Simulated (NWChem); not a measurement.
**Basis-set convergence for HFSn**

```xyz
3

Sn    -0.2230     0.1953     0.0000
H      1.0072     1.5359     0.0000
F      1.1273    -1.2554     0.0000
```
Charge 0, spin multiplicity 1.

The numbers come from NWChem runs, not from measurements. The geometry was optimised at PBE/def2-SVP with def2 effective core potentials on Sn, a minimum by its harmonic frequencies.

Quantity: LUMO energy at the level PBE0.

Effective core potentials replace the inner electrons of Sn; spin-orbit coupling is left out. The structure started from a generated list of species.

```json
[
 {"basis": "def2-SVP", "functions": "45", "LUMO energy (eV)": "…"},
 {"basis": "def2-SVPD", "functions": "63", "LUMO energy (eV)": "-3.02"},
 {"basis": "def2-TZVP", "functions": "87", "LUMO energy (eV)": "-2.96"},
 {"basis": "def2-TZVPP", "functions": "95", "LUMO energy (eV)": "-2.96"},
 {"basis": "def2-TZVPD", "functions": "105", "LUMO energy (eV)": "…"},
 {"basis": "def2-QZVP", "functions": "169", "LUMO energy (eV)": "…"}
]
```

Q: Complete the blanks.

A: 
- def2-SVP, LUMO energy (eV): -2.84
- def2-TZVPD, LUMO energy (eV): -3.00
- def2-QZVP, LUMO energy (eV): -2.98
